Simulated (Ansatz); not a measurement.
Ansatz (a quantum-chemistry and plane-wave program) input (CCSDT/def2-SVP):

Ansatz 0.2 input:
```yaml
crystal:
  periodic: [false, false, false]
  atoms:
    - {symbol: Li, position_ang: [-0.00000000, -0.00000000, -1.71462722]}
    - {symbol: Cl, position_ang: [0.00000000, 0.00000000, 0.30258127]}
basis:
  gaussian:
    orbitals: def2-SVP
magnetization: {spin_polarized: false}
correlation: {method: ccsdt, electrons: outside_noble_gas}
```

Output:

```
Functional definition: HF
integrals: 0.01 GiB planned
463 factors; integrals over basis functions are off by at most 1.6e-7 eV
mean field: 0.06 GiB planned
mean field evaluation 1: about -12703.5709 eV, gradient 1.5e1 eV
mean field evaluation 2: about -12703.5710 eV, gradient 1.5e1 eV
mean field evaluation 4: about -12704.3461 eV, gradient 5.1e-1 eV
mean field evaluation 8: about -12704.3483 eV, gradient 2.2e-4 eV
mean field evaluation 16: about -12704.3483 eV, gradient 2.7e-6 eV
mean field -12704.34828026 eV, -466.8761879831 hartree, gradient 2.7e-6 eV, S^2 0.000000; 0 other end points of the search recorded, 0 dependent functions left out
6 core orbitals not correlated
reference -12704.34828026 eV, -466.8761879831 hartree; 4, 4 occupied and 17, 17 virtual orbitals, 463 factors
second order -3.73588846 eV of doubles, -0.00000000 eV of singles
coupled cluster: 0.05 GiB planned
cycle   1  -3.99550819 eV  change   -2.6e-1 eV  update   3.9e-2
cycle   2  -4.09178346 eV  change   -9.6e-2 eV  update   1.7e-2
cycle   3  -4.12675907 eV  change   -3.5e-2 eV  update   1.0e-2
cycle   4  -4.12607973 eV  change    6.8e-4 eV  update   3.0e-3
cycle   5  -4.12530978 eV  change    7.7e-4 eV  update   1.3e-3
cycle   6  -4.12494970 eV  change    3.6e-4 eV  update   6.0e-4
cycle   7  -4.12488440 eV  change    6.5e-5 eV  update   1.6e-4
cycle   8  -4.12494513 eV  change   -6.1e-5 eV  update   6.9e-5
cycle   9  -4.12498021 eV  change   -3.5e-5 eV  update   2.5e-5
cycle  10  -4.12497167 eV  change    8.5e-6 eV  update   1.1e-5
cycle  11  -4.12496343 eV  change    8.2e-6 eV  update   4.0e-6
cycle  12  -4.12496596 eV  change   -2.5e-6 eV  update   1.8e-6
cycle  13  -4.12496508 eV  change    8.8e-7 eV  update   7.6e-7
Total energy: -12708.47324534 eV, -467.0277776536 hartree
```
